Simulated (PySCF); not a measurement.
Calculation: PBE-D3(BJ)/def2-TZVP (PySCF 2.14.0). Isolated molecules, 0 K electronic values unless said otherwise. One relaxed conformer stands for a flexible species; it need not be the lowest. Excitations are Tamm–Dancoff values on a coarser integration grid. The basis has no diffuse functions, so Rydberg states are missing or too high.

Reference species (SMILES): `C/C=C\B` (neutral, multiplicity 1).

The S1 oscillator strength is 0.000 and the HOMO is -6.87 eV. The S1–T1 gap (TDA) is 1.28 eV and the brightest of the four lowest singlets (TDA) is 5.51 eV.

Changed species: `[H]/B=C/CC`.

Problem. What does the change do to the S1 oscillator strength, HOMO, S1–T1 gap (TDA) and brightest of the four lowest singlets (TDA)?

Solution. the S1 oscillator strength hardly moves; the HOMO rises by 1.66 eV, to -5.21 eV; the S1–T1 gap (TDA) drops by 0.80 eV, to 0.48 eV; the brightest of the four lowest singlets (TDA) goes up by 0.31 eV, to 5.82 eV.
